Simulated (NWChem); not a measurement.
# Lowest excitation of H3BN (+1)

```xyz
5

B      0.0000     0.0000     0.7856
N      0.0000     0.0000    -0.5304
H      0.0000     0.0000     1.9726
H      0.8584     0.0000    -1.0941
H     -0.8584     0.0000    -1.0941
```
Charge +1, spin multiplicity 1.

All runs are NWChem calculations. Structure: optimised with PBE0/def2-SVP, a minimum by its harmonic frequencies. It is one conformer; others weren't searched.

Basis set: def2-SVPD.

Costs are rough ratios of processor time within this set of runs, SCF included, with CIS as 1.

The correlated methods keep 2 core orbitals frozen. B3LYP has NWChem's definition, with VWN1-RPA local correlation. The spin multiplicity of the parent species was assumed, not shown to be that of its ground state. The structure started from a generated list of species. Coupled-cluster values serve here as a point of comparison, not as the truth.

```json
[
 {"method": "CIS", "lowest vertical singlet excitation energy (eV)": "?", "relative cost": "1"},
 {"method": "EOM-CCSD", "lowest vertical singlet excitation energy (eV)": "5.85", "relative cost": "under 3"},
 {"method": "TD-PBE", "lowest vertical singlet excitation energy (eV)": "?", "relative cost": "under 3"},
 {"method": "TD-B3LYP", "lowest vertical singlet excitation energy (eV)": "5.74", "relative cost": "3"},
 {"method": "TD-PBE0", "lowest vertical singlet excitation energy (eV)": "5.84", "relative cost": "4"}
]
```

Question: Complete the blanks.

Answer: 
- CIS, lowest vertical singlet excitation energy (eV): 6.76
- TD-PBE, lowest vertical singlet excitation energy (eV): 5.54
